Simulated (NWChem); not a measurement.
System: CH₃Cl₂Si, doublet; SMILES C[Si](Cl)Cl

NWChem input:

```
start job
memory heap 200 mb stack 900 mb global 1100 mb
geometry units angstroms noautosym nocenter noautoz
  C     -2.045549     0.292265     0.000000
  Si    -0.349483    -0.502130     0.000000
  Cl     0.683336     0.122294    -1.687912
  Cl     0.683336     0.122294     1.687912
  H     -1.933855     1.388589     0.000000
  H     -2.607455    -0.009155    -0.896426
  H     -2.607455    -0.009155     0.896426
end
basis spherical
  * library 6-31g*
end
dft
  odft
  mult 2
  xc pbe0
  iterations 150
end
cosmo
  do_cosmo_smd true
  solvent propnol2
end
task dft energy
```

Excerpt of the output:

```
             Northwest Computational Chemistry Package (NWChem) 7.3.0
             --------------------------------------------------------

                             Geometry "geometry" -> ""
                             -------------------------

 Output coordinates in angstroms (scale by  1.889725989 to convert to a.u.)

  No.       Tag          Charge          X              Y              Z
 ---- ---------------- ---------- -------------- -------------- --------------
    1 C                    6.0000    -2.04554900     0.29226500     0.00000000
    2 Si                  14.0000    -0.34948300    -0.50213000     0.00000000
    3 Cl                  17.0000     0.68333600     0.12229400    -1.68791200
    4 Cl                  17.0000     0.68333600     0.12229400     1.68791200
    5 H                    1.0000    -1.93385500     1.38858900     0.00000000
    6 H                    1.0000    -2.60745500    -0.00915500    -0.89642600
    7 H                    1.0000    -2.60745500    -0.00915500     0.89642600

 Effective nuclear repulsion energy (a.u.)     257.5050250485

                                 NWChem DFT Module
                                 -----------------

 Summary of "ao basis" -> "ao basis" (spherical)
 ------------------------------------------------------------------------------
       Tag                 Description            Shells   Functions and Types
 ---------------- ------------------------------  ------  ---------------------
 C                           6-31g*                  6       14   3s2p1d
 Si                          6-31g*                  8       18   4s3p1d
 Cl                          6-31g*                  8       18   4s3p1d
 H                           6-31g*                  2        2   2s

 in cosmo_initialize ...
 calling solv_data for solv:propnol2

 solvent parameters
 solvname_short: propnol2
 solvname_long:  2-propanol
 dielec:       19.2640
 dielecinf:     1.8978
 nonaqueous SMD model solvent descriptors
 dielec:       19.2640
 sola:          0.3300
 solb:          0.5600
 solc:          0.0000
 solg:         30.1300
 solh:          0.0000
 soln:          1.3776

          ---------------
          -cosmo- solvent
          ---------------
 Cosmo: York-Karplus, doi: 10.1021/jp992097l
 dielectric constant -eps-     =  19.26
 screen = (eps-1)/(eps    )    =   0.94809
 surface charge correction     = lagrangian

   van der Waals surface
 --------------------------

 ---------- ATOMIC COORDINATES (A.U.) ------------ VDWR(ANG.) --
     1   -3.86552711    0.55230077    0.00000000     1.850
     2   -0.66042711   -0.94888811    0.00000000     2.470
     3    1.29131780    0.23110215   -3.18969117     2.380
     4    1.29131780    0.23110215    3.18969117     2.380
     5   -3.65445605    2.62405272    0.00000000     1.200
     6   -4.92737548   -0.01730044   -1.69399951     1.200
     7   -4.92737548   -0.01730044    1.69399951     1.200
 number of segments per atom =        128
 number of   points per atom =        128
 atom (   nspa,  nppa )
 ----------------------
    1 (     44,     0 )       0
    2 (     44,     0 )       0
    3 (     92,     0 )       0
    4 (     92,     0 )       0
    5 (     50,     0 )       0
    6 (     53,     0 )       0
    7 (     53,     0 )       0
 number of -cosmo- surface points =      428
 molecular surface =    149.103 angstrom**2
 molecular volume  =    140.849 angstrom**3
 -lineq- algorithm             =   0
 -bem- low  level              =   3
 -bem- from -octahedral-
 gaussian surface charge width =   4.50000
 degree of switching           =   1.00000
 switching function tolerance  =   0.00010
 atomic radii =
 --------------
    1  6.000  1.850
    2 14.000  2.470
    3 17.000  2.380
    4 17.000  2.380
    5  1.000  1.200
    6  1.000  1.200
    7  1.000  1.200
 ...... end of -cosmo- initialization ......

 nat:                     7
 ixmem:                  2814
 calling mnsol_interface()
 G(SMD-CDS) energy (kcal/mol)  =    -1.879
 SMD-CDS SASA (angstrom**2)    =   147.416

            General Information
            -------------------
          SCF calculation type: DFT
          Wavefunction type:  spin polarized.
          No. of atoms     :     7
          No. of electrons :    57
           Alpha electrons :    29
            Beta electrons :    28
          Charge           :     0
          Spin multiplicity:     2
          Use of symmetry is: off; symmetry adaption is: off
          Maximum number of iterations: 150
          AO basis - number of functions:    74
                     number of shells:    36
          Convergence on energy requested:  1.00D-06
          Convergence on density requested:  1.00D-05
          Convergence on gradient requested:  5.00D-04

              XC Information
              --------------
                         PBE0 Method XC Functional
                     Hartree-Fock (Exact) Exchange  0.250
          PerdewBurkeErnzerhof Exchange Functional  0.750
            Perdew 1991 LDA Correlation Functional  1.000 local
           PerdewBurkeErnz. Correlation Functional  1.000 non-local

             Grid Information
             ----------------
          Grid used for XC integration:  medium
          Radial quadrature: Mura-Knowles
          Angular quadrature: Lebedev.
          Tag              B.-S. Rad. Rad. Pts. Rad. Cut. Ang. Pts.
          ---              ---------- --------- --------- ---------
          C                   0.70       49           9.0       434
          Si                  1.10       88           8.0       590
          Cl                  1.00       88          11.0       590
          H                   0.35       45          11.0       434
          Grid pruning is: on
          Number of quadrature shells:   448
          Spatial weights used:  Erf1

      Superposition of Atomic Density Guess
      -------------------------------------

 Sum of atomic energies:       -1246.87342472

      Non-variational initial energy
      ------------------------------

 Total energy =   -1248.129279
 1-e energy   =   -2235.765347
 2-e energy   =     730.131043
 HOMO         =      -0.138325
 LUMO         =       0.091706

[...]

                                COSMO-SMD solvation results
                                ---------------------------

             internal energy in gas <Psi(g)|H|Psi(g)> =     -1249.339553975887
         internal energy in solvent <Psi(s)|H|Psi(s)> =     -1249.338670868817
                               delta internal energy  =         0.000883107071 (    0.55 kcal/mol)
   total free energy in solvent <Psi(s)|H+V/2|Psi(s)> =     -1249.344611710976
 polarization energy contribution <Psi(s)|V/2|Psi(s)> =        -0.005940842159 (   -3.73 kcal/mol)
    total free energy in solvent including G(SMD-CDS) =     -1249.347606554018
                       G(SMD-CDS) energy contribution =        -0.002994843042 (   -1.88 kcal/mol)
     1 M fixed-concentration free energy of solvation =        -0.008052578131 (   -5.05 kcal/mol)

                    DFT Final Alpha Molecular Orbital Analysis
                    ------------------------------------------

 Vector   27  Occ=1.000000D+00  E=-3.438556D-01
              MO Center= -2.5D-02,  6.5D-02, -4.1D-08, r^2= 4.5D+00
   Bfn.  Coefficient  Atom+Function         Bfn.  Coefficient  Atom+Function
  ----- ------------  ---------------      ----- ------------  ---------------
    39      0.437760  3 Cl px                57      0.437760  4 Cl px
     3      0.256282  1 C  px                43      0.240901  3 Cl px
    61      0.240901  4 Cl px                21     -0.172581  2 Si px
    35     -0.170643  3 Cl px                53     -0.170643  4 Cl px
     7      0.154664  1 C  px                20      0.124287  2 Si s

 Vector   28  Occ=1.000000D+00  E=-3.402871D-01
              MO Center=  6.0D-01,  1.0D-01,  1.2D-08, r^2= 4.2D+00
   Bfn.  Coefficient  Atom+Function         Bfn.  Coefficient  Atom+Function
  ----- ------------  ---------------      ----- ------------  ---------------
    41      0.380815  3 Cl pz                59      0.380815  4 Cl pz
    39      0.339342  3 Cl px                57     -0.339342  4 Cl px
    45      0.209300  3 Cl pz                63      0.209300  4 Cl pz
    43      0.181631  3 Cl px                61     -0.181631  4 Cl px
    37     -0.147964  3 Cl pz                55     -0.147964  4 Cl pz

 Vector   29  Occ=1.000000D+00  E=-2.357506D-01
              MO Center= -2.6D-01, -6.9D-01,  4.0D-09, r^2= 3.3D+00
   Bfn.  Coefficient  Atom+Function         Bfn.  Coefficient  Atom+Function
  ----- ------------  ---------------      ----- ------------  ---------------
    22      0.504061  2 Si py                24     -0.481736  2 Si s
    20     -0.286881  2 Si s                 40     -0.268794  3 Cl py
    58     -0.268794  4 Cl py                26      0.231375  2 Si py
    44     -0.210290  3 Cl py                62     -0.210290  4 Cl py
    18     -0.179890  2 Si py                 3      0.152186  1 C  px

 Vector   30  Occ=0.000000D+00  E= 1.380741D-02
              MO Center=  1.6D-02, -3.2D-01, -7.0D-09, r^2= 4.1D+00
   Bfn.  Coefficient  Atom+Function         Bfn.  Coefficient  Atom+Function
  ----- ------------  ---------------      ----- ------------  ---------------
    25      0.914735  2 Si px                24      0.686589  2 Si s
    42     -0.546233  3 Cl s                 60     -0.546233  4 Cl s
    45     -0.493596  3 Cl pz                63      0.493596  4 Cl pz
    21      0.470941  2 Si px                26      0.446607  2 Si py
    20      0.381493  2 Si s                 22      0.307697  2 Si py

 Vector   31  Occ=0.000000D+00  E= 2.343358D-02
              MO Center= -4.4D-01, -6.6D-01,  9.6D-09, r^2= 4.2D+00
   Bfn.  Coefficient  Atom+Function         Bfn.  Coefficient  Atom+Function
  ----- ------------  ---------------      ----- ------------  ---------------
    27      1.249142  2 Si pz                42      0.603134  3 Cl s
    60     -0.603134  4 Cl s                 23      0.586119  2 Si pz
    43     -0.329972  3 Cl px                61      0.329972  4 Cl px
    45      0.234825  3 Cl pz                63      0.234825  4 Cl pz
    44     -0.195693  3 Cl py                62      0.195693  4 Cl py

 Vector   32  Occ=0.000000D+00  E= 7.135726D-02
              MO Center= -7.0D-01, -1.6D-01,  3.0D-09, r^2= 4.9D+00
   Bfn.  Coefficient  Atom+Function         Bfn.  Coefficient  Atom+Function
  ----- ------------  ---------------      ----- ------------  ---------------
     6      1.496972  1 C  s                 24     -1.080719  2 Si s
    25      0.980096  2 Si px                26     -0.699278  2 Si py
     7      0.418575  1 C  px                22     -0.290604  2 Si py
    43     -0.279917  3 Cl px                61     -0.279917  4 Cl px
    20     -0.262322  2 Si s                 72     -0.202712  6 H  s

                     DFT Final Beta Molecular Orbital Analysis
                     -----------------------------------------

 Vector   26  Occ=1.000000D+00  E=-3.461833D-01
              MO Center=  6.3D-01,  1.0D-01,  6.2D-08, r^2= 4.1D+00
   Bfn.  Coefficient  Atom+Function         Bfn.  Coefficient  Atom+Function
  ----- ------------  ---------------      ----- ------------  ---------------
    40      0.452628  3 Cl py                58     -0.452628  4 Cl py
    44      0.255083  3 Cl py                62     -0.255083  4 Cl py
    39     -0.226693  3 Cl px                57      0.226693  4 Cl px
    36     -0.177436  3 Cl py                54      0.177436  4 Cl py
    43     -0.133883  3 Cl px                61      0.133883  4 Cl px

 Vector   27  Occ=1.000000D+00  E=-3.388688D-01
              MO Center=  6.0D-01,  1.0D-01, -6.9D-08, r^2= 4.2D+00
   Bfn.  Coefficient  Atom+Function         Bfn.  Coefficient  Atom+Function
  ----- ------------  ---------------      ----- ------------  ---------------
    41      0.380394  3 Cl pz                59      0.380394  4 Cl pz
    39      0.334643  3 Cl px                57     -0.334643  4 Cl px
    45      0.209689  3 Cl pz                63      0.209689  4 Cl pz
    43      0.180607  3 Cl px                61     -0.180607  4 Cl px
    37     -0.147869  3 Cl pz                55     -0.147869  4 Cl pz

 Vector   28  Occ=1.000000D+00  E=-3.373318D-01
              MO Center= -1.9D-01,  7.5D-02,  3.3D-08, r^2= 4.5D+00
   Bfn.  Coefficient  Atom+Function         Bfn.  Coefficient  Atom+Function
  ----- ------------  ---------------      ----- ------------  ---------------
    39      0.416195  3 Cl px                57      0.416195  4 Cl px
     3      0.276915  1 C  px                43      0.230322  3 Cl px
    61      0.230322  4 Cl px                21     -0.201262  2 Si px
     7      0.171128  1 C  px                35     -0.162141  3 Cl px
    53     -0.162141  4 Cl px                20      0.134434  2 Si s

 Vector   29  Occ=0.000000D+00  E=-1.011493D-01
              MO Center= -2.9D-01, -8.6D-01,  3.8D-09, r^2= 3.0D+00
   Bfn.  Coefficient  Atom+Function         Bfn.  Coefficient  Atom+Function
  ----- ------------  ---------------      ----- ------------  ---------------
    24      0.564849  2 Si s                 22     -0.431070  2 Si py
    20      0.347407  2 Si s                 26     -0.305207  2 Si py
    40      0.214385  3 Cl py                58      0.214385  4 Cl py
     6     -0.201404  1 C  s                 44      0.189207  3 Cl py
    62      0.189207  4 Cl py                70      0.172854  5 H  s

 Vector   30  Occ=0.000000D+00  E= 2.917911D-02
              MO Center=  3.4D-02, -1.5D-01, -6.6D-09, r^2= 4.1D+00
   Bfn.  Coefficient  Atom+Function         Bfn.  Coefficient  Atom+Function
  ----- ------------  ---------------      ----- ------------  ---------------
    24      0.886335  2 Si s                 25      0.745939  2 Si px
    42     -0.565061  3 Cl s                 60     -0.565061  4 Cl s
    26      0.558649  2 Si py                45     -0.509806  3 Cl pz
    63      0.509806  4 Cl pz                21      0.423465  2 Si px
    20      0.404187  2 Si s                 22      0.379989  2 Si py

 Vector   31  Occ=0.000000D+00  E= 4.537143D-02
              MO Center= -4.6D-01, -6.1D-01,  9.2D-09, r^2= 4.3D+00
   Bfn.  Coefficient  Atom+Function         Bfn.  Coefficient  Atom+Function
  ----- ------------  ---------------      ----- ------------  ---------------
    27      1.246283  2 Si pz                42      0.582527  3 Cl s
    60     -0.582528  4 Cl s                 23      0.569121  2 Si pz
    43     -0.325431  3 Cl px                61      0.325431  4 Cl px
    45      0.241010  3 Cl pz                63      0.241010  4 Cl pz
    72      0.240726  6 H  s                 74     -0.240726  7 H  s

   alpha - beta orbital overlaps
   -----------------------------

   alpha      1      2      3      4      5      6      7      8      9     10
    beta      1      2      3      4      5      6      7      8     12     11
 overlap   1.000  1.000  1.000  1.000  1.000  1.000  0.985  0.985  0.863  0.875

   alpha     11     12     13     14     15     16     17     18     19     20
    beta      9     10     13     16     14     15     17     18     19     20
 overlap   0.878  0.890  1.000  0.744  1.000  0.744  1.000  1.000  1.000  0.991

   alpha     21     22     23     24     25     26     27     28     29     30
    beta     21     22     23     24     25     26     28     27     29     30
 overlap   0.996  0.990  0.995  0.989  0.982  0.997  0.992  1.000  0.981  0.985

[...]
```

Level: PBE0/6-31G* (spherical d), spin-unrestricted, SMD on the gas-phase geometry. In the optimisation the excess spin sits in a' (Cs, its own frame). All runs use the structure optimised with PBE0/def2-SVP, spin-unrestricted. No stability test was run on the SCF state. Solvent: 2-propanol.
